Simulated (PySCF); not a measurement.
Correlation energy of Ge (germanium, neutral)

[Ar] 3d10 4s1 4p2 5s1, high-spin 5P determinant (an excited configuration). Calculation: PySCF 2.14, in aug-cc-pwCVDZ-PP with ECP10MDF (6s5p4d1f, 48 functions); a scalar-relativistic core potential. Frozen: 3s2 3p6 3d10; 4 electrons correlated.

| level | correlation energy (mhartree) |
| --- | --- |
| CCSD | -19.03 |
| (T) | -0.16 |
| CCSD(T) | -19.19 |

Diagnostics: T1 = 0.0075, D1 = 0.0192, largest double amplitude 0.036.

Task: Is a single reference adequate?

Result: Yes, within this model without spin-orbit coupling: T1 lies below 0.03 and no double amplitude reaches 0.07.
